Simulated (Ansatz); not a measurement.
A run for Ansatz (a first-principles code): U-MP2/cc-pVTZ on C2H3O (SMILES [CH2]C=O), 2S+1 = 2, atoms moved off the minimum.

Ansatz 0.2 input:
```yaml
crystal:
  periodic: [false, false, false]
  atoms:
    - {symbol: C, position_ang: [-1.23475846, 0.13797646, 0.05268676]}
    - {symbol: C, position_ang: [0.30967984, 0.37341839, -0.02127478]}
    - {symbol: O, position_ang: [1.16572711, -0.67478076, -0.00543276]}
    - {symbol: H, position_ang: [-1.81081978, -0.67995522, 0.13840764]}
    - {symbol: H, position_ang: [-1.81970648, 1.12845783, 0.05160715]}
    - {symbol: H, position_ang: [0.61272209, 1.37159730, 0.03033438]}
basis:
  gaussian:
    orbitals: cc-pVTZ
magnetization: {spin_polarized: true, initial_magnetization: 1}
correlation: {method: mp2, electrons: outside_noble_gas}
scf: {omitted_lower_state_checks: [cluster_reference]}
output: {forces: true}
```

Problem. Predict the final total energy.

Solution. -152.8118 hartree. Its determinant has ⟨S²⟩ = 1.13, a mixture of spin states.

Problem. How many basis functions does it have, and what does it roughly cost on one machine?

Solution. 132 functions; very roughly 7 core-seconds.
